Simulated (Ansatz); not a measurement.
C₄H₅O₂, doublet, geometry from GFN2-xTB; PBE/STO-3G (Ansatz, a first-principles code).

The Ansatz input:
Ansatz 0.2 input:
```yaml
crystal:
  periodic: [false, false, false]
  atoms:
    - {symbol: C, position_ang: [1.36182315, 0.52551447, 0.45916404]}
    - {symbol: C, position_ang: [0.70063296, -0.10666471, -0.73272174]}
    - {symbol: O, position_ang: [1.27393566, -0.36182335, -1.76372116]}
    - {symbol: C, position_ang: [-0.74481166, -0.41494366, -0.57886742]}
    - {symbol: C, position_ang: [-1.50054092, -0.19828021, 0.47260859]}
    - {symbol: O, position_ang: [-1.29395766, 0.32130308, 1.67269156]}
    - {symbol: H, position_ang: [0.86364187, 1.46151697, 0.70098248]}
    - {symbol: H, position_ang: [2.41114571, 0.70874474, 0.24322265]}
    - {symbol: H, position_ang: [1.26937993, -0.13152612, 1.32085618]}
    - {symbol: H, position_ang: [-1.18166247, -0.86775905, -1.45663885]}
    - {symbol: H, position_ang: [-2.10495020, 0.31943035, 2.19871356]}
basis:
  gaussian:
    orbitals: STO-3G
hamiltonian:
  xc: pbe
magnetization: {spin_polarized: false, initial_magnetization: 1}
```

Task: Predict the main parts of the log of this Ansatz run.

Result: 
```
Functional definition: PBE
502 factors; integrals over basis functions are off by at most 4.7e-5 eV
mean field evaluation 1: about -8200.0929 eV, gradient 2.4e1 eV
mean field evaluation 2: about -8199.9377 eV, gradient 2.4e1 eV
mean field evaluation 4: about -8198.6886 eV, gradient 2.7e1 eV
mean field evaluation 8: about -8201.7916 eV, gradient 2.9e-1 eV
mean field evaluation 16: about -8201.7910 eV, gradient 6.4e-5 eV
mean field -8201.79096027 eV, -301.4102584164 hartree, gradient 6.3e-5 eV, S^2 0.750000; 2 other end points of the search recorded, 0 dependent functions left out
reference -8201.79098289 eV, -301.4102592474 hartree; 23, 22 occupied and 12, 13 virtual orbitals, 502 factors
Total energy: -8201.79098289 eV, -301.4102592474 hartree
```
